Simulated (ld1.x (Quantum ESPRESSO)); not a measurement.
## Hg: one change to a TM potential, before and after

ld1.x (Quantum ESPRESSO) 7.5 input, shortened:

```
&input
   title='Hg', zed=80., rel=2, dft='PZ', iswitch=3,
   config='[Xe] 4f14 5d10 5f-2 6s1.75 6p0', rel_dist='average'
 /
 &inputp
   pseudotype=2, tm=.true., lloc=0,
   nlcc=.true., rcore=1.15
 /
4
6P  2  1   0.00   0.00  2.45  2.45  0.0
5D  3  2  10.00   0.00  2.15  2.15  0.0
5F  4  3  -2.00   0.15  2.00  2.00  0.0
6S  1  0   1.75   0.00  1.65  1.65  0.0
 &test
   configts(1)='5d10 6s1.75 6p0'
 /
```

Open shells are filled in proportion to 2j + 1 (rel_dist='average').

Change: functional PBE.

Cutoffs: the cutoffs (Ry, on a coarse ladder) from which the occupation-weighted sum of valence levels, in a spherical-Bessel basis at the reference potential, stays within 10 and 1 mRy of its value at 400 Ry; they do not see the model core or the augmentation charge, which bear on the density cutoff. Errors are all-electron minus pseudo energies relative to the spin-unpolarised reference configuration.

**Question.** Predict the effect on cutoff, ghosts and configuration errors.

**Answer.** The potential gets neither clearly harder nor softer (45 Ry and 90 Ry → 45 Ry and 90 Ry); of the 7 tests that both files solve, the error grows in 3 and shrinks in 0 by more than 15 % and 0.3 meV (median size 0.8 → 1.2 meV); neither file shows a bound ghost.

```tsv
quantity	base	changed
cutoff, loose	45 Ry	45 Ry
cutoff, tight	90 Ry	90 Ry
bound ghosts	none	none
error for 5d10 6s2 6p0, meV [ΔE -2.02 → -1.94 eV]	+0.1	-0.1
error for 5d10 6s1 6p0, meV [ΔE 9.04 → 8.76 eV]	-0.5	-1.2
error for 5d10 6s0 6p0, meV [ΔE 28.44 → 27.74 eV]	-12	-18
error for 5d10 6s1 6p1, meV [ΔE 4.06 → 4.03 eV]	-0.8	-0.7
error for 5d10 6s0 6p1, meV [ΔE 16.47 → 16.07 eV]	-1.5	-3.3
error for 5d10 6s1.5 6p0, meV [ΔE 2.51 → 2.42 eV]	+0.1	+0.1
error for 5d9 6s0 6p0, meV [ΔE 64.26 → 63.27 eV]	-120	-130
s: phases at 2.65 bohr within 0.05 rad from the reference energy up to (Ry; the scan ends near 5)	0.8	0.8
p1/2: phases at 2.65 bohr within 0.05 rad from the reference energy up to (Ry; the scan ends near 5)	to the end of the scan	to the end of the scan
p3/2: phases at 2.65 bohr within 0.05 rad from the reference energy up to (Ry; the scan ends near 5)	3.8	3.9
d3/2: phases at 2.65 bohr within 0.05 rad from the reference energy up to (Ry; the scan ends near 5)	1.1	1.2
d5/2: phases at 2.65 bohr within 0.05 rad from the reference energy up to (Ry; the scan ends near 5)	1.3	1.3
f5/2: phases at 2.65 bohr within 0.05 rad from the reference energy up to (Ry; the scan ends near 5)	4.8	4.9
f7/2: phases at 2.65 bohr within 0.05 rad from the reference energy up to (Ry; the scan ends near 5)	4.9	4.9
```
